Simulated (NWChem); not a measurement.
C2H5FOSi; SMILES F[Si@H]1CCO1

```xyz
10

F      0.0321    -1.8147    -0.5520
Si     0.0243    -0.5351     0.4417
C      1.1377     0.8839    -0.0499
C     -0.2120     1.5931    -0.3166
O     -1.1658     0.5800     0.0698
H     -0.0331    -1.1055     1.8094
H      1.7451     1.3419     0.7435
H      1.7625     0.7292    -0.9405
H     -0.3608     1.8663    -1.3742
H     -0.3582     2.4961     0.2980
```
Atoms are numbered in this order, from 1.

The geometry was optimised at PBE0/def2-SVP.

**Question.** Give the principal values of the shielding tensors (ppm) of F1, Si2, C3, C4, O5 from LDA (Slater exchange, VWN5)/pcSseg-1, GIAO (NWChem), with their diamagnetic and paramagnetic parts as GIAO splits them.

**Answer.** 
| atom | σ11 | σ22 | σ33 | isotropic | diamagnetic | paramagnetic |
|---|---|---|---|---|---|---|
| F1 | 171.5 | 295.0 | 325.6 | 264.0 | 472.9 | -208.9 |
| Si2 | 283.1 | 293.4 | 319.5 | 298.7 | 881.1 | -582.4 |
| C3 | 122.1 | 163.8 | 181.1 | 155.7 | 252.9 | -97.2 |
| C4 | 76.2 | 88.2 | 161.8 | 108.7 | 248.3 | -139.6 |
| O5 | 69.7 | 202.5 | 285.9 | 186.0 | 394.4 | -208.3 |
